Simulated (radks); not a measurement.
Li I, 3 electrons, occupied as [He] 2s1. Method: non-relativistic Kohn-Sham, LDA (Slater exchange, Perdew-Wang correlation), spin-polarised, spherical densities, point nucleus; open shells are filled with parallel spins first; computed with a radial shooting solver on a logarithmic mesh with Libxc functionals.

Local quantities along the radius. ELF = 1/(1 + alpha^2) is the electron localisation function; alpha = (tau - tau_W)/tau_unif compares the Pauli kinetic energy density with that of the uniform gas (summed over spins); s = |grad rho|/(2 (3 pi^2)^(1/3) rho^(4/3)) is the reduced gradient.

| r (bohr) | ELF | alpha | s |
|---|---|---|---|
| 0.01872 | 1.000 | 2.696e-07 | 0.4210 |
| 0.02324 | 1.000 | 4.286e-07 | 0.4245 |
| 0.02907 | 1.000 | 6.989e-07 | 0.4291 |
| 0.03608 | 1.000 | 1.131e-06 | 0.4346 |
| 0.04514 | 1.000 | 1.885e-06 | 0.4417 |
| 0.05602 | 1.000 | 3.134e-06 | 0.4504 |
| 0.06953 | 1.000 | 5.305e-06 | 0.4613 |
| 0.08698 | 1.000 | 9.380e-06 | 0.4756 |
| 0.108 | 1.000 | 0.00001672 | 0.4931 |
| 0.1351 | 1.000 | 0.00003159 | 0.5164 |
| 0.1676 | 1.000 | 0.00006093 | 0.5453 |
| 0.2097 | 1.000 | 0.0001273 | 0.5845 |
| 0.2603 | 1.000 | 0.0002768 | 0.6345 |
| 0.3256 | 1.000 | 0.0006733 | 0.7046 |
| 0.4041 | 1.000 | 0.001751 | 0.7982 |
| 0.5056 | 1.000 | 0.005345 | 0.9365 |
| 0.6275 | 1.000 | 0.01818 | 1.133 |
| 0.785 | 0.994 | 0.07781 | 1.441 |
| 0.9743 | 0.873 | 0.3810 | 1.881 |
| 1.209 | 0.205 | 1.968 | 2.377 |
| 1.513 | 0.032 | 5.483 | 2.131 |
| 1.878 | 0.133 | 2.551 | 0.8607 |
| 2.349 | 0.883 | 0.3637 | 0.4943 |
| 2.915 | 0.998 | 0.04194 | 0.7242 |
| 3.647 | 1.000 | 0.003779 | 1.107 |
| 4.527 | 1.000 | 0.0002955 | 1.647 |
| 5.663 | 1.000 | 0.00001495 | 2.603 |
| 7.028 | 1.000 | 5.361e-07 | 4.402 |
| 8.793 | 1.000 | 9.063e-09 | 8.550 |
| 10.91 | 1.000 | 7.888e-11 | 18.72 |

On this mesh the ELF has minima near r = 1.5 bohr, which separate the shells.
